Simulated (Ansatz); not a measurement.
Reaction (substitution at a C–Br bond): `OC(Cl)Br` + H–F → `OC(F)Cl` + HBr

Calculated with Ansatz (gas phase, PBE0-D4/def2-TZVP geometries, no zero-point term in ΔE). CCSD(T)/CBS adds triple-zeta CCSD(T) − MP2 to the extrapolated MP2 energy (def2 sets, frozen cores). This one scheme is used for every species. DFT in def2-TZVPP. B3LYP here is the variant with VWN-RPA as its local correlation; programs differ in this. HSE06 is defined as in plane-wave codes. For Br outer-core shells are correlated without core-valence functions, which leaves a few kJ/mol of doubt a bond. Scalar relativity is left out up to krypton. Each species was taken in one conformer, which may not be the lowest.

```tsv
level	ΔE (kJ/mol)	difference from CCSD(T)/CBS
LDA (SPW92)	-19.1	-13.7
PBE-D4	-10.4	-5.0
revPBE-D4	-5.7	-0.3
BLYP-D4	-10.9	-5.5
r2SCAN-D4	-19.0	-13.6
B97M-V	-25.1	-19.7
PBE0-D4	-14.2	-8.8
B3LYP-D4	-15.3	-9.9
r2SCANh-D4	-19.3	-13.9
r2SCAN0-D4	-19.8	-14.4
BHLYP-D4	-21.7	-16.3
CAM-B3LYP-D4	-25.7	-20.3
ωB97X-V	-23.4	-18.0
ωB97M-V	-20.2	-14.8
B2PLYP	-16.5	-11.1
PBE-QIDH	-13.6	-8.2
PBE	-14.8	-9.4
revPBE	-14.5	-9.1
BLYP	-20.2	-14.8
r2SCAN	-19.9	-14.5
PBE0	-18.0	-12.6
B3LYP	-22.7	-17.3
r2SCANh	-20.3	-14.9
r2SCAN0	-20.9	-15.5
HSE06	-17.5	-12.1
BHLYP	-28.7	-23.3
LC-ωPBE	-26.1	-20.7
RPA@PBE/def2-TZVPP	-15.2	-9.8
HF/def2-SVP	-62.1	-56.7
MP2/def2-SVP	-34.1	-28.7
CCSD/def2-SVP	-46.3	-40.9
HF/def2-TZVPP	-40.5	-35.1
MP2/def2-TZVPP	-1.0	4.4
SCS-MP2/def2-TZVPP	-8.4	-3.0
CCSD/def2-TZVPP	-17.5	-12.1
CCSD(T)/def2-TZVPP	-13.3	-7.9
HF/def2-QZVPP	-40.2	-34.8
MP2/def2-QZVPP	3.6	9.0
MP2/CBS(def2)	6.9	12.3
CCSD/CBS(def2)	-9.6	-4.2
CCSD(T)/CBS	-5.4	0
```

(1) What do rigid-rotor, harmonic-oscillator terms from PBE0-D4/def2-TZVP frequencies (298.15 K, 1 bar) make of the CCSD(T)/CBS value? (Best estimate.)

Largest T1 diagnostic among the species: 0.011.

Results:

(1) Computed: ΔZPE = -2.9 kJ/mol, ΔH = -9.7 kJ/mol, ΔS = 1 J/(mol·K), ΔG = -10.0 kJ/mol.

From PBE to PBE0 (25 % exact exchange), in def2-TZVPP and without D4, ΔE moves by −3.2 kJ/mol. The D4 term adds +7.4 kJ/mol with B3LYP and +3.8 kJ/mol with PBE0; it sums over pairs of atoms, weighted by their polarisabilities, and B3LYP, whose exchange is more repulsive, gets the larger term. Leaving LDA and LC-ωPBE aside and taking each functional with its dispersion term where it has one, the values spread over 20.0 kJ/mol, from CAM-B3LYP-D4 to revPBE-D4. LDA lies −4.4 kJ/mol from PBE without D4.
